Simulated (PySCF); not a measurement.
BrHOSe. Atoms are numbered in the order given.

```xyz
4

Se    -0.0094    -0.6651     0.7927
Br     0.1463     1.1612    -0.6831
O     -0.4272    -2.0052    -0.3226
H     -1.3841    -1.9876    -0.4620
```

Geometry: B3LYP-D3(BJ)/def2-TZVP. The values are those of a single conformer.

Vertical ionisation energy (IE) and electron affinity (EA) in eV. Rows of orbital energies are one-electron estimates. Where ΔSCF, EOM or ADC give a negative EA the extra electron is unbound and the value depends on the basis.

| level | IE | EA |
|---|---|---|
| −ε(HOMO), −ε(LUMO), ωB97X/def2-TZVPD (PySCF) | 9.20 | 0.48 |
| ADC(2)/aug-cc-pVDZ (PySCF) | (withheld) | (withheld) |

**Question.** Complete the blanks. (An estimate is asked for; the answer gives what the named calculation found.)

**Answer.** 
- ADC(2)/aug-cc-pVDZ (PySCF), IE: 8.63
- ADC(2)/aug-cc-pVDZ (PySCF), EA: 0.53

**Question.** Beyond the first one, list the lowest photoelectron lines from ADC(2)/aug-cc-pVDZ run with PySCF with their pole strengths (two spins summed). (The exact figures need the calculation; the answer reports its results.)

**Answer.** 10.41 eV (1.74), 10.71 eV (1.75), 11.11 eV (1.76), 12.96 eV (1.72), 13.43 eV (1.74).
